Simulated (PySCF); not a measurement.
**O⁺ (oxygen, charge +1) across methods**

[He] 2s2 2p3, high-spin 4S determinant. Computed with PySCF 2.14 in aug-cc-pCVTZ-DK with one added diffuse shell each of s, p, d, f type (8s7p5d3f, 75 functions), with the spin-free X2C one-electron Hamiltonian (Gaussian nucleus).

```tsv
method	E (hartree)	mean ε 2s α (eV)	mean ε 2s β (eV)	mean ε 2p α (eV)	Σ⟨r²⟩ (bohr²)	⟨S²⟩
UHF	-74.42350	-56.448	-41.734	-36.182	7.354	3.756
r2SCAN	-74.6065	-43.579	-35.774	-27.276	7.407	3.753
B97-3	-74.6138	-45.582	-38.033	-28.982	7.388	3.753
LDA	-74.0626	-41.235	-35.648	-26.427	7.530	3.752
wB97X-V	-74.6112	-47.811	-40.773	-31.358	7.469	3.753
TPSSh	-74.6381	-43.920	-36.668	-27.651	7.436	3.752
PBE0	-74.5614	-45.468	-37.679	-28.966	7.438	3.752
CAM-B3LYP	-74.6074	-46.659	-39.564	-30.417	7.482	3.752
PBE	-74.5459	-41.602	-35.721	-26.362	7.496	3.752
```
